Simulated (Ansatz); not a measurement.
A run for Ansatz (a first-principles code): R-PBE/def2-TZVPP on BH5N2O (SMILES NB(N)O), a point of a torsion scan.

Ansatz 0.2 input:
```yaml
crystal:
  periodic: [false, false, false]
  atoms:
    - {symbol: N, position_ang: [0.90603920, 0.87029586, -0.13420624]}
    - {symbol: B, position_ang: [0.05186706, -0.24912286, -0.16009034]}
    - {symbol: N, position_ang: [-1.35478765, -0.08465193, -0.09634637]}
    - {symbol: O, position_ang: [0.63300938, -1.49052033, -0.24861970]}
    - {symbol: H, position_ang: [1.90156893, 0.76868870, -0.17868361]}
    - {symbol: H, position_ang: [0.59052670, 1.81852317, -0.07163672]}
    - {symbol: H, position_ang: [-1.79696414, 0.81225459, -0.03144514]}
    - {symbol: H, position_ang: [-2.00793926, -0.84591612, -0.11091352]}
    - {symbol: H, position_ang: [0.00094146, -2.20587921, -0.26179768]}
basis:
  gaussian:
    orbitals: def2-TZVPP
hamiltonian:
  xc: {name: PBE}
scf: {lower_state_search: off}
```

Program output:

```
WARN ansatz: RAYON_NUM_THREADS=1 ignored (pool sized by the plan → 1); use --threads N
Functional definition: PBE
these checks for a lower state are left out or cut short: stability, starts, cluster_reference, orbital_swaps, neighbouring_geometries, increment
integrals: 0.08 GiB planned
925 factors; their error is unknown
mean field: 0.70 GiB planned
mean field evaluation 1: about -5764.7632 eV, gradient 1.0e2 eV
mean field evaluation 2: about -5692.2686 eV, gradient 1.8e2 eV
mean field evaluation 4: about -5783.1292 eV, gradient 2.4e1 eV
mean field evaluation 8: about -5784.1004 eV, gradient 2.1e-1 eV
mean field evaluation 16: about -5784.0982 eV, gradient 2.2e-4 eV
mean field -5784.09821787 eV, -212.5616889040 hartree, gradient 1.5e-6 eV, S^2 0.000000; 0 other end points of the search recorded, 0 dependent functions left out
reference -5784.09825470 eV, -212.5616902578 hartree; 16, 16 occupied and 178, 178 virtual orbitals, 925 factors
Total energy: -5784.09825470 eV, -212.5616902578 hartree
Checks for a lower state left out: stability, starts, cluster_reference, orbital_swaps, neighbouring_geometries, increment
```

Self-consistency was reached.

Cost: around 1.4 core-seconds (rough).
